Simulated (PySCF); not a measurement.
Compound: Nb(SH)4 (doublet state).
Bonds: Nb1–S2, Nb1–S4, Nb1–S6, Nb1–S8. Hydrogens: H3 on S2; H5 on S4; H7 on S6; H9 on S8.

Computed by this run: PBE0-D3(BJ)/def2-SVP geometry optimisation, gas phase, def2 core potentials past Kr (PySCF); unrestricted, density fitting, grid level 1; the optimiser is geomeTRIC in internal coordinates, started from a GFN2-xTB structure with every atom displaced at random (about 0.03 Å).

Step 3: E = -44932.6534 eV
```
atom  x, y, z in Å  |  force x, y, z in eV/Å
Nb1     0.0269   -0.0145   -0.0003   -0.031   0.014   0.007
S2     -0.0276   -0.0478    2.3519   -0.047  -0.010  -0.074
H3      0.0810    1.2932    2.5342    0.040  -0.021   0.002
S4      2.2310   -0.0116   -0.8208   -0.106  -0.018  -0.014
H5      2.4063   -1.3579   -0.8031    0.020   0.016   0.034
S6     -1.0314    1.9680   -0.6989    0.081  -0.051   0.006
H7     -0.4638    2.0328   -1.9313   -0.030  -0.007   0.022
S8     -1.0705   -1.9341   -0.8131    0.086   0.067   0.048
H9     -2.0192   -1.9977    0.1557   -0.012   0.008  -0.031
```

Step 4: E = -44932.6641 eV
```
atom  x, y, z in Å  |  force x, y, z in eV/Å
Nb1    -0.0008    0.0040   -0.0035    0.017  -0.052   0.026
S2     -0.0573   -0.0630    2.3459   -0.006   0.016  -0.080
H3      0.2249    1.2511    2.5352    0.020  -0.005   0.036
S4      2.1902   -0.0210   -0.8298    0.004   0.035  -0.001
H5      2.4438   -1.3453   -0.6743   -0.010  -0.003   0.016
S6     -1.0268    2.0039   -0.7004   -0.007  -0.061  -0.021
H7     -0.5593    2.0201   -1.9750    0.008  -0.001   0.023
S8     -1.0341   -1.9457   -0.8138   -0.022   0.097   0.042
H9     -2.0478   -1.9735    0.0900   -0.004  -0.024  -0.041
```

**Question.** Estimate the geometry and energy of step 5. (The exact step hangs on the optimiser's Hessian estimate; all steps are aligned on step 4, rigid shifts and turns removed.)

**Answer.** E = -44932.6669 eV, largest force 0.073 eV/Å
```
atom  x, y, z in Å  |  force x, y, z in eV/Å
Nb1    -0.0039    0.0056   -0.0024    0.043  -0.052   0.020
S2     -0.0572   -0.0617    2.3446   -0.001   0.014  -0.043
H3      0.2620    1.2423    2.5457    0.011  -0.008   0.028
S4      2.1871   -0.0147   -0.8293    0.002   0.021   0.006
H5      2.4518   -1.3338   -0.6493   -0.007  -0.001   0.011
S6     -1.0334    1.9970   -0.7064   -0.030  -0.015  -0.014
H7     -0.5705    2.0051   -1.9822    0.013  -0.001   0.006
S8     -1.0368   -1.9394   -0.8162   -0.039   0.057   0.024
H9     -2.0664   -1.9699    0.0697    0.008  -0.016  -0.037
```

The energy changes by -0.0029 eV. The first-order estimate −F·Δx gives -0.0034 eV and the mean of the old and new forces, exact on a quadratic surface, -0.0028 eV. The step makes an angle of 72° with the force vector and moves no atom by more than 0.040 Å.

The cost below is that of the whole optimisation. On Arm Neoverse N1, one thread, shared host with 64 logical CPUs at a one-minute load of 58, this took 6.5 min wall and 0.56 GiB of memory at its peak.
